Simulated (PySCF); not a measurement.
F₄Hf, SMILES [F][Hf]([F])([F])[F] (connectivity only; charge and spin as stated), charge +1, multiplicity 2. Atoms are numbered in the order given.

```xyz
5

Hf     0.0000     0.0000     0.0000
F     -1.1448    -1.1448     1.0546
F      1.1448     1.1448     1.0546
F     -1.1448     1.1448    -1.0546
F      1.1448    -1.1448    -1.0546
```
Charge +1, spin multiplicity 2.

Geometry: r2SCAN-D4/def2-SVP. The multiplicity is an assumed one; other spin states were not compared. The isomer is the one that the SMILES or the coordinates give; other isomers of the formula were not compared. The def2 effective core potentials stand for the cores of Hf; spin–orbit coupling is left out.

Method: CAM-B3LYP/def2-TZVP (PySCF).

ESP charges are fitted to the potential on shells at 1.4 to 2.0 van der Waals radii. Atomic charges (e):

| atom | Löwdin | ESP fit | Mulliken | Mulliken spin |
|---|---|---|---|---|
| Hf1 | 1.16 | 1.78 | 1.85 | -0.13 |
| F2 | -0.04 | -0.20 | -0.21 | 0.28 |
| F3 | -0.04 | -0.20 | -0.21 | 0.28 |
| F4 | -0.04 | -0.20 | -0.21 | 0.28 |
| F5 | -0.04 | -0.20 | -0.21 | 0.28 |
